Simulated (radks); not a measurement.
Question: The table gives one normalised radial function P(r) = r R(r) of Fe4+ in [Ar] 3d4 (r in bohr). All-electron calculation, scalar-relativistic Kohn-Sham, PBE, spin-polarised, spherical densities, point nucleus; open shells are filled with parallel spins first. Program: a radial shooting solver on a logarithmic mesh with Libxc functionals.

r	P
0.007132	0.0101
0.008042	0.0126
0.009067	0.0157
0.01022	0.0195
0.01153	0.0243
0.01289	0.0297
0.01454	0.0368
0.01639	0.0455
0.01848	0.0561
0.02083	0.0690
0.02349	0.0845
0.02649	0.1030
0.02963	0.1234
0.0334	0.1490
0.03766	0.1789
0.04246	0.2133
0.04788	0.2523
0.05398	0.2958
0.06038	0.3400
0.06808	0.3905
0.07676	0.4427
0.08654	0.4943
0.09758	0.5424
0.11	0.5832
0.1231	0.6104
0.1387	0.6230
0.1564	0.6127
0.1764	0.5739
0.1989	0.5018
0.2242	0.3932
0.2508	0.2583
0.2828	0.0805
0.3188	-0.1253
0.3595	-0.3483
0.4053	-0.5741
0.457	-0.7859
0.5152	-0.9666
0.5763	-1.0929
0.6498	-1.1709
0.7326	-1.1838
0.826	-1.1335
0.9314	-1.0294
1.05	-0.8866
1.175	-0.7346
1.324	-0.5686
1.493	-0.4145
1.684	-0.2831
1.898	-0.1798
2.14	-0.1052
2.394	-0.0587
2.699	-0.0284
3.043	-0.0123
3.431	-0.0047

Which n and l does it have? It may be an empty orbital.

Answer: n = 3, l = 1: the number of nodes gives n - l - 1 = 1, the rise at small r (about r^(l+1)) gives l, and the extent must fit the shell. The curve is that of 3p down; the table hardly tells the two spins apart. 3p down: eigenvalue -114.74 eV, 1 radial node at r = 0.297 bohr, <r> = 0.833 bohr, 90 % of the charge inside 1.27 bohr.
